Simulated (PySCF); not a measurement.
**Structure from NMR data**

An unknown has the formula C$_{5}$H$_{4}$F$_{2}$O$_{3}$. Its calculated NMR data are:

1H NMR (500 MHz, computed): δ 6.99 (m, 1H), 5.76 (m, 1H), 5.47 (m, 1H), 4.38 (br s, 1H).

13C{1H} NMR (computed): δ 157.7 (C), 150.1 (C), 121.4 (CH), 94.5 (CH), 86.5 (CH).

[PySCF 2.14: structure optimised with GFN2-xTB; GIAO PBE0/pcSseg-1 shieldings; no solvent model; averaged over atoms made equivalent by symmetry, fast rotation or ring inversion; one conformer; non-relativistic]

Referencing at the same level of theory: 1H (σref 31.72), 13C (σref 186.93) vs TMS.

Question: Propose a structure and justify it.

Answer: 
Rings plus π bonds: 3 (1 ring in the answer). 5 carbon signals for 5 carbons: no two carbons are equivalent. Carbon types of the structure: 2 × C, 3 × CH, leaving 1 H on heteroatoms. δC 157.7, 150.1: aromatic carbon bearing oxygen; σ withdrawal by the attached heteroatom moves it downfield of the ring CH carbons. δC 121.4: sp3 CH bonded to 2 F and O; 3 electronegative neighbours deshield it. δC 94.5, 86.5: aromatic CH; resonance donation from the substituent shields this position. δH 6.99: hydrogen on an sp3 CH bonded to 2 F and O; its carbon carries F and O, hence the downfield position. δH 5.76, 5.47: hydrogen on an aromatic CH; ortho or para to a lone-pair donor, hence upfield of benzene. δH 4.38: hydrogen on a phenol-type oxygen; exchangeable, gas-phase position.

Structure: SMILES Oc1ccc(OC(F)F)o1.

This is the structure that produced the data.

OH/NH shifts are gas-phase values; hydrogen bonding in solution moves them, usually downfield. Splittings by 19F in the carbon and heteronuclear signals aren't shown, as no couplings were computed. Shifts are as computed. Against solution values, carbons near 30 ppm lie about +3 ppm off and those near 130 ppm about +5 ppm. Of 1211 compounds with measured shifts, 218 miss one by over three times the rms of a fit or turn the order of signals round; such compounds aren't used in these exercises. Multiplicities follow the n + 1 count of equivalent neighbours, as no J values were calculated; m marks all less simple cases, F and P coupling included.
